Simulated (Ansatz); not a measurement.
Wavefunction ladder for Cl2Se, SMILES `Cl[Se]Cl`

```xyz
3

Cl   -0.9830    1.1840    0.7758
Se   -0.2014   -0.7818    0.4097
Cl    1.1843   -0.4022   -1.1854
```

Charge 0, multiplicity 1. Correlated methods include outer-core shells of Se, which these sets cover unevenly. Scalar relativity is left out up to krypton. All single points use the PBE0-D4/def2-TZVP geometry. Frozen core, restricted reference, Ansatz 0.2.0.

| basis | HF (Eh) | MP2 corr. | CCSD corr. | (T) | CCSD(T) total |
| --- | --- | --- | --- | --- | --- |
| def2-SVP | -3318.24019 | -0.49368 | -0.51957 | -0.01336 | -3318.77312 |
| def2-TZVPP | ? | -0.64292 | -0.67581 | ? | ? |
| def2-QZVPP | ? | ? | -0.99367 | -0.03821 | ? |

**Question.** Fill in the withheld values. (An estimate is asked.)

**Answer.** Ansatz gave: def2-TZVPP HF (Eh): -3318.86551; def2-TZVPP (T): -0.02973; def2-TZVPP CCSD(T) total: -3319.57105; def2-QZVPP HF (Eh): -3318.94074; def2-QZVPP MP2 corr.: -0.98625; def2-QZVPP CCSD(T) total: -3319.97262.
